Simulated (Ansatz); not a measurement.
Two isomers of CH6BFGeS: A = `BS[CH](F)[GeH3]`, B = `FB(S)[CH2][GeH3]`.

Gas-phase electronic energies from Ansatz, PBE0-D4/def2-TZVP geometries. CBS: MP2 limit from def2 TZ/QZ plus the TZ coupled-cluster correction, frozen cores. Functionals use def2-TZVPP. B3LYP here is the variant with VWN-RPA as its local correlation; programs differ in this. For Ge outer-core shells are correlated without core-valence functions, which leaves a few kJ/mol of doubt a bond. Scalar relativity is left out up to krypton. Each species was taken in one conformer, which may not be the lowest.

(1) Which isomer does CCSD(T)/CBS put lower? Give the gap. (An estimate is asked.)

(2) Give E(B) − E(A) in kcal/mol with CCSD/def2-TZVPP, PBE0-D4, B3LYP-D4, B2PLYP, ωB97M-V, PBE-D4, MP2/def2-TZVPP. (Best estimate.)

Largest T1 diagnostic: 0.014.

Answers

(1) Ansatz gave: B, by 71.5 kcal/mol.

(2) Ansatz gave: CCSD/def2-TZVPP -73.1, PBE0-D4 -70.9, B3LYP-D4 -69.8, B2PLYP -71.3, ωB97M-V -71.3, PBE-D4 -68.2, MP2/def2-TZVPP -74.3. None reverses the order clearly.

From PBE to PBE0 (25 % exact exchange), in def2-TZVPP and without D4, E(B) − E(A) moves by −2.8 kcal/mol.
